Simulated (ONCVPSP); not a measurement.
# Configuration tests for nitrogen (ONCV)

nitrogen (N), optimised norm-conserving Vanderbilt (ONCV), made with ONCVPSP 4.0.1 (LDA (Perdew-Wang 92), scalar-relativistic). Core [He], reference 2s2 2p3. Waves: 2s: rc 1.02 bohr, ncon 4, nbas 9, qcut 9.3 1/bohr, local; 2p: rc 2.66 bohr, ncon 4, nbas 7, qcut 5.7 1/bohr, 3 projectors, debl 0.6 Ha; d scattering state at 0.34 Ha: rc 2.32 bohr, ncon 5, nbas 9, qcut 5.2 1/bohr, 2 projectors, debl 1.8 Ha. Local part: the s channel. Core correction: Teter function, fcfact 4.25, rcfact 1.65.

Energies are relative to the spin-unpolarised reference configuration 2s2 2p3; without spin polarisation the order of configurations can differ from experiment.

(1) Give the all-electron excitation energy and the error of the potential for: 2s2 2p2; 2s2 2p1; 2s2 2p0; 2s2 2p2.5.

Results:

(1)

| valence configuration | charge | ΔE all-electron (eV) | error AE − PS (meV) |
| --- | --- | --- | --- |
| 2s2 2p2 | +1 | 13.731 | +193 |
| 2s2 2p1 | +2 | 42.703 | +1309 |
| 2s2 2p0 | +3 | 89.873 | +4354 |
| 2s2 2p2.5 | +0.5 | 5.166 | +34 |
